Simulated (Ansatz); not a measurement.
Mulliken charges of C2H5ClGe, SMILES `C=[CH][GeH2][Cl]` from B3LYP/def2-TZVPP in Ansatz (PBE0-D4/def2-TZVP geometry).

| atom | x (Å) | y (Å) | z (Å) | charge (e) |
| --- | --- | --- | --- | --- |
| C1 | -0.039 | 1.285 | -0.892 | -0.174 |
| C2 | 0.691 | 0.418 | -0.205 | -0.206 |
| Ge3 | -0.056 | -1.094 | 0.737 | 0.378 |
| Cl4 | -2.194 | -1.061 | 0.434 | -0.322 |
| H5 | 0.414 | 2.125 | -1.410 | 0.114 |
| H6 | -1.118 | 1.191 | -0.965 | 0.103 |
| H7 | 1.771 | 0.544 | -0.154 | 0.102 |
| H8 | 0.445 | -2.438 | 0.185 | 0.002 |
| H9 | 0.175 | -1.016 | 2.253 | 0.002 |

Problem. By hand: the dipole of these point charges (1 e Å = 4.8032 D).

Solution. Σ q r = (0.664, 0.032, 0.065) e Å, of length 0.668 e Å = 3.21 D.

Problem. How does the dipole of the full density compare? (Best estimate.)

Solution. The calculation gave: (0.433, 0.135, -0.036) e Å, 2.19 D; the point charges give 1.47 times that, at 18° from its direction.

Point charges leave out the atoms' own dipoles, such as those of lone pairs, and Mulliken's split depends on the basis, so the two needn't agree.

B3LYP here is the variant with VWN-RPA as its local correlation; programs differ in this.
